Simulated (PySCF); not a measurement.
# Computed records: AlBGeH3N

All values are calculated (PySCF 2.14.0). Calculation on a computer-drawn molecule: optimised geometry and harmonic frequencies of an isolated molecule of the commonest isotopes, restricted reference for singlets and unrestricted otherwise, frozen core in MP2; on germanium a core potential holds 10 electrons, which the energies leave out, and 3d is frozen in MP2 and coupled-cluster steps.

Entry: AlBGeH3N

Start structure:
```xyz
7
AlBGeH3N
B      0.1145     3.3867    -1.1393
Ge     0.3708     2.3899     0.5637
N     -0.8468     2.3125     1.7478
Al    -1.7215     2.5910     3.2871
H      0.3520     2.8006    -2.0669
H     -0.3226     4.3706    -1.1095
H      1.5454     1.4098     0.8263
```

It was run with charge 0, multiplicity 1, method HF, basis cc-pV(D+d)Z and basis and core potential on germanium cc-pVDZ-PP ECP10MDF.

The calculation gives: rotational constants 14.64, 1.623, 1.479 GHz; total energy -616.1164 hartree; convergence status largest gradient component 4.951e-06 hartree/bohr.

Drawn bonds:
| atom | other atom | order |
| --- | --- | --- |
| 1 | 2 | 1 |
| 2 | 3 | 2 |
| 3 | 4 | 1 |
| 1 | 5 | 1 |
| 1 | 6 | 1 |
| 2 | 7 | 1 |

Optimised structure:
```xyz
7
AlBGeH3N
B      0.0970     3.3185    -1.1590
Ge     0.3740     2.3932     0.6823
N     -0.7869     2.3632     1.8877
Al    -1.9565     2.2896     3.2007
H     -0.3683     2.7074    -2.0753
H      0.3873     4.4692    -1.3037
H      1.7452     1.7200     0.8765
```

Modes:
| frequency (cm⁻¹) | reduced mass (dalton) |
| --- | --- |
| 42.08 | 6.154 |
| 91.37 | 5.395 |
| 134.6 | 1.115 |
| 173.3 | 4.949 |
| 408.9 | 1.098 |
| 462 | 18.95 |
| 572.6 | 4.96 |
| 680.2 | 1.248 |
| 787.4 | 1.094 |
| 966.8 | 1.33 |
| 1218 | 3.464 |
| 1252 | 1.514 |
| 2177 | 1.02 |
| 2704 | 1.051 |
| 2799 | 1.128 |
